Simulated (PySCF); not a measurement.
Si(NH2)4 (H8N4Si), SMILES N[Si](N)(N)N.

Geometry optimised at B3LYP-D3(BJ)/def2-SVP. One conformer was computed; it need not be the lowest.

These are PBE0/def2-TZVP run with PySCF values and carry that method's errors.

Symmetry labels are those of the subgroup C2 that the program uses (full group S4).

Computed valence orbital energies around the gap with their symmetry:
```json
[
 {"orbital": "HOMO−7", "symmetry": "B", "energy (eV)": "-13.00"},
 {"orbital": "HOMO−6", "symmetry": "A", "energy (eV)": "-11.33"},
 {"orbital": "HOMO−5", "symmetry": "B", "energy (eV)": "-10.83"},
 {"orbital": "HOMO−4", "symmetry": "B", "energy (eV)": "-10.83"},
 {"orbital": "HOMO−3", "symmetry": "A", "energy (eV)": "-7.33"},
 {"orbital": "HOMO−2", "symmetry": "B", "energy (eV)": "-7.33"},
 {"orbital": "HOMO−1", "symmetry": "B", "energy (eV)": "-7.33"},
 {"orbital": "HOMO", "symmetry": "A", "energy (eV)": "-6.76"},
 {"orbital": "LUMO", "symmetry": "A", "energy (eV)": "0.78"},
 {"orbital": "LUMO+1", "symmetry": "B", "energy (eV)": "1.99"},
 {"orbital": "LUMO+2", "symmetry": "B", "energy (eV)": "1.99"},
 {"orbital": "LUMO+3", "symmetry": "A", "energy (eV)": "2.07"}
]
```
